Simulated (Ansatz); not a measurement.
Total energies of SiHMe2(nBu) (C₆H₁₆Si) from Ansatz at ωB97X-V/def2-TZVP, gas phase (1 Eh = 27.2114 eV = 2625.5 kJ/mol). The reference geometry is relaxed at PBE-D4/def2-SVP.

```json
{"state": "charge 0 singlet", "geometry": "reference", "energy (Eh)": "-527.78008"}
{"state": "charge 1 doublet", "geometry": "reference", "energy (Eh)": "-527.41393"}
{"state": "free Si atom (triplet)", "geometry": "–", "energy (Eh)": "-289.31742"}
{"state": "free H atom (doublet)", "geometry": "–", "energy (Eh)": "-0.50049"}
{"state": "free C atom (triplet)", "geometry": "–", "energy (Eh)": "-37.84659"}
```

(1) Work out the vertical ionisation energy to the doublet.

(2) What is the binding energy per atom against free atoms?

(1) E(charge 1 doublet) − E(charge 0 singlet) = -527.41393 − (-527.78008) = 0.36615 Eh = 9.96 eV. For comparison, −ε of the highest occupied level is 10.29 eV at this level, 0.33 eV more.

(2) Atoms: 1 × (-289.31742) + 16 × (-0.50049) + 6 × (-37.84659) = -524.40480 Eh. Binding: -524.40480 − (-527.78008) = 3.37528 Eh = 91.85 eV, or 3.99 eV for each of 23 atoms (no zero-point energy, no counterpoise term).
